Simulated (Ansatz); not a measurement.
Species: F3Ga, SMILES `[F][Ga]([F])[F]` (charge 0, multiplicity 1).

Give a relaxed geometry from B3LYP-D3(BJ)/def2-TZVP (Ansatz, an electronic-structure program).

the end point of this relaxation (outside a Z-matrix the atoms follow the SMILES, hydrogens last).
Bonded distances (Å): F1–Ga2 1.734, Ga2–F3 1.734, Ga2–F4 1.734. Angles (°): F1–Ga2–F3 120.0, F1–Ga2–F4 120.0, F3–Ga2–F4 120.0.
